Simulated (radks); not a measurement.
Results of a calculation; reference values are marked as such.
Question: Radial electron density D(r) = 4 pi r^2 rho(r) of an atom or ion with 56 electrons. Code: a radial shooting solver on a logarithmic mesh with Libxc functionals. Model: scalar-relativistic Kohn-Sham, revPBE, spin-unpolarised, spherical densities, finite nucleus; Fermi nuclear charge, rms radius of each element as measured or else 0.836 A^(1/3) + 0.57 fm.

```
   r/bohr * D(r) (the largest magnitude, 105, reaches the edge; | marks zero)
  0.00276 |       *
 0.003187 |         *
  0.00371 |            *
 0.004319 |              *
 0.004988 |                  *
 0.005807 |                     *
 0.006707 |                         *
 0.007808 |                             *
  0.00909 |                                *
   0.0105 |                                    *
  0.01222 |                                      *
  0.01411 |                                        *
  0.01643 |                                         *
  0.01913 |                                        *
  0.02209 |                                       *
  0.02572 |                                     *
   0.0297 |                                    *
  0.03457 |                                    *
  0.04025 |                                      *
  0.04648 |                                          *
  0.05412 |                                                *
   0.0625 |                                                    *
  0.07276 |                                                      *
   0.0847 |                                                    *
  0.09782 |                                               *
   0.1139 |                                          *
   0.1326 |                                        *
   0.1531 |                                         *
   0.1782 |                                             *
   0.2058 |                                               *
   0.2396 |                                           *
    0.279 |                                  *
   0.3222 |                        *
   0.3751 |                 *
   0.4332 |                 *
   0.5043 |                   *
   0.5871 |                   *
    0.678 |                *
   0.7893 |           *
   0.9115 |       *
    1.061 |     *
    1.235 |    *
    1.427 |   *
    1.661 |  *
    1.918 | *
    2.233 |*
      2.6 |*
    3.002 *
    3.495 *
    4.036 *
    4.699 *
    5.471 *
    6.318 *
    7.355 *
    8.494 *
```

What is the nuclear charge?

Answer: Z = 60. The innermost maximum, from 1s, lies near gamma/Z bohr with gamma = sqrt(1 - (Z/c)^2) = 0.899, here 0.015 bohr (found: 0.0164), and its height grows with Z. The density is that of the neodymium ion Nd4+ in [Xe] 5f2; the configuration itself is not fixed sharply by these data, and Z only to a few units. D(r) has 4 maxima, at r = 0.0164, 0.0728, 0.204, 0.555 bohr, and minima at 0.0314, 0.135, 0.410 bohr, inside which lie 1.94, 11.17, 28.95 electrons.
